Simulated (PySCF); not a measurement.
C6H13ClOSi.
Atom-mapped SMILES: `[CH3:1][C@@H:2]1[CH2:3][CH2:4][O:5][CH2:6][Si@@H:7]([Cl:8])[CH2:9]1`

NICS = −σ at a ghost point: NICS(0) at the centroid of the ring atoms, NICS(1) 1 Å to either side along the normal of their mean plane, zz for the tensor component along that normal. Level: GIAO PBE0/pcSseg-1 (PySCF, non-relativistic, gas phase) on the GFN2-xTB geometry, one conformer.

Ring bond lengths (Å), with Mayer bond orders in brackets: C2–C3 1.531 (1.00), C3–C4 1.533 (1.04), C4–O5 1.413 (0.91), O5–C6 1.416 (0.91), C6–Si7 1.922 (0.90), Si7–C9 1.901 (0.92), C9–C2 1.535 (1.00).

Q: What do the NICS probes read (ppm)?

A: 
| ring | type | NICS(0) | NICS(1), two faces | NICS(1)zz, two faces | rms pucker (Å) | centre to ring atoms, mean (Å) |
| --- | --- | --- | --- | --- | --- | --- |
| C2–C3–C4–O5–C6–Si7–C9 | 7-membered ring with O and Si; formal bonds all single | -1.7 | -2.0 / -1.6 | 3.5 / 3.4 | 0.32 | 1.73 |

Q: What do they say, and how far can they be read as aromaticity?

A: 
- C2–C3–C4–O5–C6–Si7–C9: mean NICS(1)zz 3.5 ppm, deshielded. C2, C3, C4, C6, Si7, C9 have four or more neighbours, so the value isn't read as a sign of a π ring current.

Q: What are the shieldings of the ring atoms and their hydrogens in the same run (means over atoms taken as equivalent)?

A: 
```
  atoms                  environment  σ isotropic (ppm)  principal values of the symmetric part, first atom (ppm)
     C2                sp3 CH carbon              154.2                                       143.8, 153.5, 165.4
     C3              ring CH2 carbon              139.4                                       129.0, 133.0, 156.2
     C4   sp3 carbon bound to oxygen              110.1                                         81.3, 94.4, 154.4
     O5          cyclic ether oxygen              306.6                                       271.7, 291.3, 356.9
     C6   sp3 carbon bound to oxygen              114.9                                         86.5, 95.0, 163.2
    Si7       chlorine-bound silicon              338.3                                       288.7, 358.9, 367.2
     C9  sp3 carbon bound to silicon              158.8                                       149.1, 150.3, 177.1
H on C2             methine hydrogen              29.84                                          25.3, 30.5, 33.8
H on C3           methylene hydrogen              30.20                                          24.9, 29.8, 35.9
H on C3           methylene hydrogen              30.34                                          26.8, 29.7, 34.5
H on C4           methylene hydrogen              27.39                                          21.5, 27.6, 33.1
H on C4           methylene hydrogen              28.62                                          26.3, 28.2, 31.4
H on C6           methylene hydrogen              28.03                                          22.9, 28.4, 32.8
H on C6           methylene hydrogen              27.57                                          22.9, 26.8, 33.1
```

The list is cut; further classes of hydrogen are left out.

On one thread of an Arm Neoverse N1 (shared host), this took 2.0 min wall (with the writing of density and orbital grids) and 1.1 GiB of memory at its peak. This is the whole shielding run at PBE0/pcSseg-1, SCF included.
